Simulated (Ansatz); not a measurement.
The inner images of a band of AlClF₂H₂OSn (8 atoms, charge 0, multiplicity 1) are given out of order.

Method: Ansatz 0.2.0, RKS PBE-D4/def2-SVP.

Image 0:

```xyz
8
Properties=species:S:1:pos:R:3
O 0.505 -2.245 0.130
Al 0.993 -0.686 -0.338
F 2.511 -0.330 -0.956
Sn -0.758 1.272 -0.006
F -2.472 0.678 -0.760
Cl -1.132 1.403 2.340
H 1.044 -3.051 0.097
H -0.599 2.902 -0.562
```

Image 8:

```xyz
8
Properties=species:S:1:pos:R:3
O 0.895 -2.295 -0.084
Al 1.190 -0.642 -0.356
F 2.720 -0.153 -0.815
Sn -0.680 1.208 -0.029
F -2.331 0.330 -0.648
Cl -0.955 1.351 2.334
H 0.043 -2.680 0.176
H -0.790 2.825 -0.634
```

**Question.** Put them in order from the first end to the last, with their energies above the first end.
A.
```xyz
8
Properties=species:S:1:pos:R:3
O 0.705 -2.237 0.029
Al 1.104 -0.657 -0.298
F 2.649 -0.192 -0.745
Sn -0.688 1.269 -0.026
F -2.370 0.552 -0.752
Cl -1.080 1.461 2.316
H 0.391 -3.142 0.054
H -0.619 2.888 -0.634
```
B.
```xyz
8
Properties=species:S:1:pos:R:3
O 0.445 -2.193 0.021
Al 1.063 -0.656 -0.312
F 2.630 -0.293 -0.784
Sn -0.714 1.273 0.000
F -2.406 0.557 -0.699
Cl -1.056 1.465 2.348
H 0.785 -3.099 -0.017
H -0.655 2.889 -0.614
```
C.
```xyz
8
Properties=species:S:1:pos:R:3
O 0.926 -2.333 -0.089
Al 1.157 -0.667 -0.333
F 2.676 -0.131 -0.782
Sn -0.692 1.213 -0.024
F -2.375 0.421 -0.669
Cl -1.004 1.402 2.331
H 0.107 -2.788 0.160
H -0.702 2.826 -0.649
```
D.
```xyz
8
Properties=species:S:1:pos:R:3
O 0.931 -2.343 -0.066
Al 1.122 -0.679 -0.308
F 2.639 -0.134 -0.754
Sn -0.698 1.236 -0.022
F -2.390 0.495 -0.702
Cl -1.050 1.453 2.324
H 0.188 -2.931 0.126
H -0.650 2.847 -0.653
```
E.
```xyz
8
Properties=species:S:1:pos:R:3
O 0.535 -2.192 0.045
Al 1.100 -0.655 -0.295
F 2.660 -0.244 -0.743
Sn -0.688 1.271 -0.020
F -2.368 0.552 -0.744
Cl -1.079 1.477 2.320
H 0.553 -3.152 0.022
H -0.621 2.885 -0.640
```
F.
```xyz
8
Properties=species:S:1:pos:R:3
O 0.470 -2.252 0.034
Al 1.002 -0.679 -0.325
F 2.557 -0.309 -0.832
Sn -0.756 1.271 0.000
F -2.486 0.628 -0.672
Cl -1.047 1.464 2.355
H 0.994 -3.067 -0.007
H -0.641 2.886 -0.609
```
G.
```xyz
8
Properties=species:S:1:pos:R:3
O 0.848 -2.296 -0.018
Al 1.104 -0.667 -0.301
F 2.635 -0.164 -0.750
Sn -0.693 1.262 -0.022
F -2.379 0.530 -0.725
Cl -1.066 1.468 2.322
H 0.279 -3.065 0.081
H -0.636 2.876 -0.644
```

**Answer.** F (+0.1 kJ/mol), B (+1.3 kJ/mol), E (+5.7 kJ/mol), A (+8.7 kJ/mol), G (+6.4 kJ/mol), D (+2.9 kJ/mol), C (+1.7 kJ/mol).

Time of the run: 4.1 min on 2 threads of Intel(R) Xeon(R) Platinum 8488C (Sapphire Rapids), with other jobs on the host, peak memory 0.18 GiB.
